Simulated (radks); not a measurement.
Neutral zirconium inside a hard spherical wall (all orbitals vanish at R), configuration held at [Kr] 4d2 5s2 and not refilled when levels cross. Calculated with a radial shooting solver on a logarithmic mesh with Libxc functionals: scalar-relativistic Kohn-Sham, r2SCAN, spin-polarised, spherical densities, finite nucleus; open shells are filled with parallel spins first (spin-orbit coupling, left out, can overturn this in heavy ions); meta-GGA in the generalised Kohn-Sham scheme; Fermi nuclear charge, rms radius 4.2694 fm. Eigenvalues in eV for spin up, with the zero of energy where the potential of the charges vanishes at infinity; a dash marks a level that is unbound or too diffuse for the functional's potential to be trusted. A positive occupied level is held by the wall or, in an anion where self-interaction has pushed it up, behind a barrier. The pressure on the wall is -dE/dV.

R (bohr)  E (hartree)  kinetic (hartree)    e(4s)    e(4p)   e(5s)   e(4d)  e(5p, empty)  e(6s, empty)  pressure (GPa)
free      -3599.06041           3700.687  -56.661  -34.055  -4.865  -4.169        -1.481             -               0
20        -3599.06041           3700.687  -56.661  -34.055  -4.865  -4.169        -1.480             -        < 0.0001
15        -3599.06040           3700.687  -56.660  -34.055  -4.864  -4.168        -1.476         0.614        < 0.0001
12        -3599.06025           3700.689  -56.646  -34.040  -4.853  -4.154        -1.442         1.396         0.00277
10        -3599.05904           3700.700  -56.565  -33.960  -4.792  -4.083        -1.310         2.686          0.0345
7         -3599.02838           3700.886  -55.583  -32.995  -3.959  -3.237         0.122         9.625            1.59
5         -3598.79824           3701.845  -52.278  -29.826   0.086  -0.289         6.132        29.564            26.7
4         -3598.24159           3703.831  -48.059  -25.843   8.061   4.073        16.865        59.197             145
3         -3595.92363           3711.834  -38.124  -16.005  35.719  16.548        50.381        138.72            1240
2.5       -3591.97528           3724.794  -26.481   -3.476  75.199  32.874        94.658        233.43            4670
